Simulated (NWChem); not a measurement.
# Correlation energy of Hg

SMILES: [Hg]
```xyz
1

Hg     0.0000     0.0000     0.0000
```
Charge 0, spin multiplicity 1.

Program: NWChem.

Basis set: def2-QZVP. Each correlation energy counts from its own Hartree-Fock reference.

Effective core potentials replace the inner electrons of Hg; spin-orbit coupling is left out. The correlated methods keep 4 core orbitals frozen. No row is a measurement; the coupled-cluster row has its own basis-set and correlation limits.

Task: One of these methods gave a correlation energy of -450.3 mHa. Which?
(A) SCS-MP2
(B) MP2
(C) CR-CCSD[T]
(D) CCSD

Result: B, MP2. The others give -405.9 (SCS-MP2), -424.1 (CR-CCSD[T]), -410.2 (CCSD).
